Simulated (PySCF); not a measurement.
O₄Os, multiplicity 1. Atoms are numbered in the order given.

```xyz
5

Os     0.0000     0.0000     0.0000
O     -0.9851     0.9851    -0.9851
O      0.9851     0.9851     0.9851
O      0.9851    -0.9851    -0.9851
O     -0.9851    -0.9851     0.9851
```

The structure is a stationary point at B3LYP-D3(BJ)/def2-SVP. The multiplicity is an assumed one; other spin states were not compared. The isomer is the one that the SMILES or the coordinates give; other isomers of the formula were not compared. The def2 effective core potentials stand for the cores of Os; spin–orbit coupling is left out.

Level of theory: B3LYP-D3(BJ)/def2-SVP run with PySCF 2.14.0.

Frequencies are harmonic and unscaled.

Modes within 1.5 cm⁻¹ of each other (mostly degenerate sets) share a row, with their intensities summed.

Computed normal modes with their intensities:
| mode | ν (cm⁻¹) | IR (km/mol) | Raman (Å⁴/amu) | depolarisation | moving atoms (share of kinetic energy) |
|---|---|---|---|---|---|
| 1–3 | 335 | 24.2 | 4.3 | 0.75 | O 86 %, Os 14 % |
| 4–5 | 339 | 0.0 | 11.6 | 0.75 | O 100 % |
| 6–8 | 994 | 349.2 | 21.9 | 0.75 | O 89 %, Os 11 % |
| 9 | 1012 | 0.0 | 34.6 | 0.00 | O 100 % |
